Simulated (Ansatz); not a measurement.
The cluster Si3Pt. Charge 0, multiplicity 3. Geometry B3LYP-D4/def2-SVP, that of the charge +1 doublet.

```xyz
4

Pt   -0.567   -0.395    1.066
Si   -1.293   -1.003   -1.055
Si    1.288    1.003    1.060
Si    0.572    0.395   -1.072
```

In the def2 sets Pt takes a core potential; there is no spin–orbit coupling. At PBE0-D4/def2-TZVP a singlet of charge 0 lies 0.70 eV below the triplet at the same geometry. The structure comes from a short search, and lower isomers may exist.

Question: Estimate the α-spin orbital energies around the gap (eV) in Ansatz with PBE-D4/def2-TZVP, r2SCAN-D4/def2-TZVP, PBE0-D4/def2-TZVP.

Answer: 
```json
{"orbital": "HOMO−5", "PBE-D4/def2-TZVP": "-7.75", "r2SCAN-D4/def2-TZVP": "-8.05", "PBE0-D4/def2-TZVP": "-8.96"}
{"orbital": "HOMO−4", "PBE-D4/def2-TZVP": "-7.24", "r2SCAN-D4/def2-TZVP": "-7.50", "PBE0-D4/def2-TZVP": "-8.38"}
{"orbital": "HOMO−3", "PBE-D4/def2-TZVP": "-6.47", "r2SCAN-D4/def2-TZVP": "-6.72", "PBE0-D4/def2-TZVP": "-7.43"}
{"orbital": "HOMO−2", "PBE-D4/def2-TZVP": "-6.09", "r2SCAN-D4/def2-TZVP": "-6.30", "PBE0-D4/def2-TZVP": "-7.00"}
{"orbital": "HOMO−1", "PBE-D4/def2-TZVP": "-5.49", "r2SCAN-D4/def2-TZVP": "-5.79", "PBE0-D4/def2-TZVP": "-6.29"}
{"orbital": "HOMO", "PBE-D4/def2-TZVP": "-4.21", "r2SCAN-D4/def2-TZVP": "-4.49", "PBE0-D4/def2-TZVP": "-5.00"}
{"orbital": "LUMO", "PBE-D4/def2-TZVP": "-3.86", "r2SCAN-D4/def2-TZVP": "-3.93", "PBE0-D4/def2-TZVP": "-3.21"}
{"orbital": "LUMO+1", "PBE-D4/def2-TZVP": "-3.70", "r2SCAN-D4/def2-TZVP": "-3.69", "PBE0-D4/def2-TZVP": "-3.10"}
{"orbital": "LUMO+2", "PBE-D4/def2-TZVP": "-2.69", "r2SCAN-D4/def2-TZVP": "-2.68", "PBE0-D4/def2-TZVP": "-1.96"}
{"orbital": "LUMO+3", "PBE-D4/def2-TZVP": "-1.78", "r2SCAN-D4/def2-TZVP": "-1.70", "PBE0-D4/def2-TZVP": "-1.13"}
{"orbital": "LUMO+4", "PBE-D4/def2-TZVP": "-0.19", "r2SCAN-D4/def2-TZVP": "0.07", "PBE0-D4/def2-TZVP": "0.54"}
{"orbital": "LUMO+5", "PBE-D4/def2-TZVP": "0.14", "r2SCAN-D4/def2-TZVP": "0.53", "PBE0-D4/def2-TZVP": "0.85"}
{"orbital": "β HOMO", "PBE-D4/def2-TZVP": "-5.84", "r2SCAN-D4/def2-TZVP": "-6.06", "PBE0-D4/def2-TZVP": "-6.68"}
{"orbital": "β LUMO", "PBE-D4/def2-TZVP": "-4.84", "r2SCAN-D4/def2-TZVP": "-4.74", "PBE0-D4/def2-TZVP": "-4.03"}
```
